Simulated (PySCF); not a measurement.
Ranking problems on computed properties.

Each SMILES stands for a single optimised conformer of the isolated species, non-relativistic unless stated. Electronic properties by PySCF.

The conformers computed, where there is a choice (atom-mapped SMILES and torsion angles):
- `[CH3:1][O:2][C:3](=[O:4])[c:5]1[cH:6][cH:7][cH:8][c:9]([CH3:10])[p:11]1`: C1–O2–C3–O4 0°, O2–C3–C5–C6 180°
- `[H]/[N:1]=[CH:2]/[c:3]1[cH:4][cH:5][c:6]([SH:7])[s:8]1`: N1–C2–C3–C4 -179°, H–S7–C6–C5 179°
- `[CH2:1]=[CH:2][CH:3]1[CH2:4][PH:5][CH2:6]1`: C1–C2–C3–C4 -126°
- `[CH3:1][O:2][CH2:3][O:4][SiH2:5][O:6][CH3:7]`: C1–O2–C3–O4 68°, O2–C3–O4–Si5 50°, C3–O4–Si5–O6 -175°, O4–Si5–O6–C7 -57°
- `[CH3:1][CH2:2][n:3]1[cH:4][p:5][c:6]([C:7]([F:8])([F:9])[F:10])[cH:11]1`: C1–C2–N3–C4 -87°, P5–C6–C7–F8 -26°
- `[CH2:1]=[CH:2][P:3]([CH2:4][CH2:5][C:6]#[N:7])[C:8]([F:9])([F:10])[F:11]`: C1–C2–P3–C4 -35°, C2–P3–C4–C5 -168°, P3–C4–C5–C6 -170°, C2–P3–C8–F9 179°
- `[CH2:1]=[CH:2][P:3]([CH2:4][C:5]#[N:6])[CH2:7][C:8]([F:9])([F:10])[F:11]`: C1–C2–P3–C4 35°, C2–P3–C4–C5 -80°, C2–P3–C7–C8 170°, P3–C7–C8–F9 64°
- `[CH3:1][CH2:2][C:3]([F:4])([F:5])[c:6]1[cH:7][cH:8][cH:9][cH:10][cH:11]1`: C1–C2–C3–F4 57°, C2–C3–C6–C7 89°

The conformers of `C[C@@H](CF)[C@@](C)(N)CN`, `O=P1(c2ccco2)CC=CC1` and `COC(=O)[C@@H]1CCC[S@+]1C` aren't listed.

Question: Rank by HOMO energy, highest first (PBE0/pcSseg-1 at GFN2-xTB geometries).
A. `C=CC1CPC1`
B. `COCO[SiH2]OC`
C. `O=P1(c2ccco2)CC=CC1`
D. `c1ccc(pc1C)C(OC)=O`
E. `[SiH3][Si]([SiH3])([SiH3])[SiH3]`
F. `[H]/N=C/c1ccc(S)s1`
G. `C([C@](C)(N)[C@H](CF)C)N`

Answer: F (-6.22 eV), G (-6.58 eV), A (-6.80 eV), C (-7.03 eV), D (-7.16 eV), B (-8.03 eV), E (-8.31 eV).

Give the two extremes of that set in hartree.

`[SiH3][Si]([SiH3])([SiH3])[SiH3]`: -0.305 Eh; `[H]/N=C/c1ccc(S)s1`: -0.229 Eh.

Question: Rank by dipole moment, highest first (PBE0/pcSseg-1 at GFN2-xTB geometries).
A. `[H]/N=C/C1=CC=C(S)S1`
B. `C(P(CC#N)C=C)C(F)(F)F`
C. `CCn1cpc(C(F)(F)F)c1`
D. `C=CC1CPC1`
E. `C=CP(CCC#N)C(F)(F)F`
F. `[SiH3][Si]([SiH3])([SiH3])[SiH3]`

Answer: C (6.21 D), B (4.33 D), E (3.29 D), A (1.57 D), D (1.22 D), F (0.00 D).

By how much do the two ends of that ranking differ?

By 6.21 D, between `CCn1cpc(C(F)(F)F)c1` and `[SiH3][Si]([SiH3])([SiH3])[SiH3]`.

Question: Rank by HOMO–LUMO gap, lowest first (PBE0/pcSseg-1 at GFN2-xTB geometries).
A. `[SiH3][Si]([SiH3])([SiH3])[SiH3]`
B. `O=P1(C2=CC=CO2)CC=CC1`
C. `CCC(F)(F)c1ccccc1`
D. `COC(=O)[C@@H]1CCC[S@+]1C`

Answer: B (6.43 eV), C (7.00 eV), D (7.30 eV), A (7.95 eV).

Give the two extremes of that set in kcal/mol.

`O=P1(c2ccco2)CC=CC1`: 148 kcal/mol; `[SiH3][Si]([SiH3])([SiH3])[SiH3]`: 183 kcal/mol.

Question: Rank by smallest rotational constant, highest first (GFN2-xTB).
A. `COCO[SiH2]OC`
B. `C=CC1CPC1`
C. `[H]/N=C/c1ccc(S)s1`
D. `COC(=O)c1cccc(C)p1`
E. `c1ccc(cc1)C(F)(F)CC`

Answer: B (1.449 GHz), A (0.994 GHz), C (0.729 GHz), E (0.643 GHz), D (0.495 GHz).
